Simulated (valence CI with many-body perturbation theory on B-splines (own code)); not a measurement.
**Hg⁵⁸⁺: E2, M1 decay**

Level of theory: relativistic CI+MBPT: four valence electrons over a frozen Dirac-Fock core [Ar], a basis of 9 s, 9 p, 10 d, 8 f, 5 g, 3 h, 1 i functions for each j, with the one-electron correlation potential Σ1 (screened to all orders), the two-electron term Σ2, the three-electron term Σ3, Breit, model QED; selected single and double excitations, second order for the rest (own B-spline code, finite nucleus).

No measured spectrum was set against this ion. As an estimate, large intervals hold to a few tenths of a per cent, small ones and those within an open d or f shell to about a per cent. The list stops below the first excitations out of the core. Only levels of the ground parity were solved; by the run's estimate the other parity begins above the list, which can be wrong where configurations are misplaced.

Lines 1 to 37 of 37 in falling wavelength, among levels below 267.69 eV, chosen from the decays that carry over 1 % of a level's rate. Wavelengths and rates use the calculated energies. Electric multipoles are in the length gauge, E1 and E2 with the static RPA response of the core. Weak lines are less certain than strong ones. Lines between different terms over intervals too small for the method are left out, as are lines whose strength nearly cancels. The highest levels of a list are the least certain. Branching is blank where the lifetime is uncertain.

Levels are named by their leading jj configuration (3d3/2^4 stands for four electrons in 3d with j = 3/2), which in mixed levels can hold well under half, so a name can repeat and another be missing. Letters in brackets count levels of one name in rising energy.

```csv
λ vac (Å),Upper,Lower,Type,A (s⁻¹),Branch %
4280,(3d3/2^2 3d5/2^2) J=6,(3d3/2^2 3d5/2^2) J=5,M1,8.58e+01,
3540,(3d3/2^3 3d5/2) J=3,(3d3/2^3 3d5/2) J=2,M1,2.30e+02,
1560,(3d3/2^3 3d5/2) J=3,(3d3/2^3 3d5/2) J=4,M1,1.95e+03,
721.4,(3d3/2^3 3d5/2) J=2,(3d3/2^3 3d5/2) J=1,M1,3.22e+04,91.6
599.0,(3d3/2^2 3d5/2^2) J=2 [d],(3d3/2^2 3d5/2^2) J=2 [c],M1,3.61e+04,5.6
355.6,(3d3/2^2 3d5/2^2) J=2 [d],(3d3/2^2 3d5/2^2) J=2 [b],M1,2.03e+04,3.2
324.1,(3d3/2^2 3d5/2^2) J=4 [c],(3d3/2^2 3d5/2^2) J=4 [a],M1,4.12e+04,1.3
306.3,(3d3/2^2 3d5/2^2) J=2 [d],(3d3/2^2 3d5/2^2) J=1,M1,9.38e+03,1.5
244.9,(3d3/2^2 3d5/2^2) J=2 [d],(3d3/2^2 3d5/2^2) J=3 [a],M1,3.93e+04,6.1
146.7,(3d3/2^2 3d5/2^2) J=2 [a],(3d3/2^3 3d5/2) J=3,M1,2.74e+05,1.5
141.7,(3d3/2^2 3d5/2^2) J=4 [a],(3d3/2^3 3d5/2) J=3,M1,1.15e+06,10.4
140.8,(3d3/2^2 3d5/2^2) J=2 [a],(3d3/2^3 3d5/2) J=2,M1,3.09e+06,16.9
137.9,(3d3/2^2 3d5/2^2) J=3 [a],(3d3/2^3 3d5/2) J=3,M1,6.28e+06,58.3
132.7,(3d3/2^2 3d5/2^2) J=3 [a],(3d3/2^3 3d5/2) J=2,M1,4.43e+06,41.1
129.9,(3d3/2^2 3d5/2^2) J=4 [a],(3d3/2^3 3d5/2) J=4,M1,9.88e+06,89.6
129.4,(3d3/2^3 3d5/2) J=1,(3d3/2^4) J=0,M1,1.09e+07,100.0
122.4,(3d3/2^2 3d5/2^2) J=5,(3d3/2^3 3d5/2) J=4,M1,5.23e+06,100.0
120.8,(3d3/2^2 3d5/2^2) J=3 [b],(3d3/2^3 3d5/2) J=3,M1,1.52e+06,21.7
120.0,(3d3/2^2 3d5/2^2) J=4 [b],(3d3/2^3 3d5/2) J=3,M1,1.95e+06,98.0
119.7,(3d3/2^2 3d5/2^2) J=1,(3d3/2^3 3d5/2) J=2,M1,1.00e+07,99.4
119.0,(3d3/2^2 3d5/2^2) J=6,(3d3/2^3 3d5/2) J=4,E2,5.47e+02,
117.8,(3d3/2^2 3d5/2^2) J=2 [a],(3d3/2^3 3d5/2) J=1,M1,1.49e+07,81.6
117.7,(3d3/2^2 3d5/2^2) J=0,(3d3/2^3 3d5/2) J=1,M1,2.48e+07,100.0
117.3,(3d3/2^2 3d5/2^2) J=2 [b],(3d3/2^3 3d5/2) J=3,M1,6.47e+04,2.0
116.8,(3d3/2^2 3d5/2^2) J=3 [b],(3d3/2^3 3d5/2) J=2,M1,1.81e+05,2.6
113.5,(3d3/2^2 3d5/2^2) J=2 [b],(3d3/2^3 3d5/2) J=2,M1,2.64e+06,83.2
112.1,(3d3/2^2 3d5/2^2) J=3 [b],(3d3/2^3 3d5/2) J=4,M1,5.29e+06,75.6
111.5,(3d3/2^2 3d5/2^2) J=4 [b],(3d3/2^3 3d5/2) J=4,M1,2.76e+04,1.4
109.7,(3d3/2^3 3d5/2) J=2,(3d3/2^4) J=0,E2,2.97e+03,8.4
103.4,(3d3/2^2 3d5/2^2) J=2 [c],(3d3/2^3 3d5/2) J=3,M1,9.02e+06,75.4
100.5,(3d3/2^2 3d5/2^2) J=2 [c],(3d3/2^3 3d5/2) J=2,M1,2.88e+06,24.1
98.60,(3d3/2^2 3d5/2^2) J=4 [c],(3d3/2^3 3d5/2) J=3,M1,3.20e+06,97.3
98.10,(3d3/2^2 3d5/2^2) J=2 [b],(3d3/2^3 3d5/2) J=1,M1,4.39e+05,13.9
88.21,(3d3/2^2 3d5/2^2) J=2 [d],(3d3/2^3 3d5/2) J=3,M1,1.01e+05,15.7
88.21,(3d3/2^2 3d5/2^2) J=2 [d],(3d3/2^3 3d5/2) J=3,E2,6.50e+03,1.0
86.06,(3d3/2^2 3d5/2^2) J=2 [d],(3d3/2^3 3d5/2) J=2,M1,4.05e+05,63.1
76.89,(3d3/2^2 3d5/2^2) J=2 [d],(3d3/2^3 3d5/2) J=1,M1,9.70e+03,1.5
```
